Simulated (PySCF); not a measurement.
# Ionisation energy of Au⁺ by level of theory

Au⁺ [Xe] 4f14 5d10 (1S) → Au²⁺ [Xe] 4f14 5d9 (2D), as a difference of total energies. Calculation: PySCF 2.14, in cc-pVDZ-PP with ECP60MDF; a scalar-relativistic core potential. Correlated levels: valence: 5s2 5p6 frozen. The calculations carry no spin-orbit coupling.

```
           method  ionisation energy (eV)  difference from reference (eV)
              UHF                  18.991                          -1.212
            M06-L                  20.615                          +0.412
            B3LYP                  20.906                          +0.703
    MP2 (valence)                  20.508                          +0.305
SCS-MP2 (valence)                  20.363                          +0.160
```

Reference: 20.203 ± 0.025 eV (measured; NIST Atomic Spectra Database, ionization energies).

The reference lies between the lowest fine-structure levels, while these numbers refer to the centres of the terms.

Errors of the correlated levels include the incompleteness of this basis and the frozen core.
